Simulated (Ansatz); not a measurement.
Molecule: sum formula HSiO2, net charge 1, singlet state. It need not be the lowest isomer of its formula. SMILES: O=[Si]=[OH+]
Coordinates optimised at B3LYP-D3(BJ)/def2-TZVP (Ansatz, a quantum-chemistry and plane-wave program):
```
Si
O 1 1.4940
O 1 1.5373 2 174.81
H 3 0.9721 1 141.10 2 -180.00
```
Charge +1, spin multiplicity 1.

### Question
Give the harmonic wavenumbers at B3LYP-D3(BJ)/def2-TZVP (Ansatz, finite differences of forces, unscaled).

### Answer
230, 240, 419, 968, 1443, 3726 cm⁻¹. Zero-point energy 10.0 kcal/mol.

### Question
From these and the geometry, give the ideal-gas thermochemistry at 298.15 K and 1 atm (rigid rotor, harmonic oscillator).

### Answer
Point group Cs, rotational symmetry number 1. Rotational constants 1466, 6.425, 6.397 GHz. S(trans) 38.25, S(rot) 19.22, S(vib) 4.69, S(elec, spin only) 0.00, S 62.2 cal/(mol K). H(298) - H(0) 3.22 kcal/mol; G - E(el) -5.3 kcal/mol.
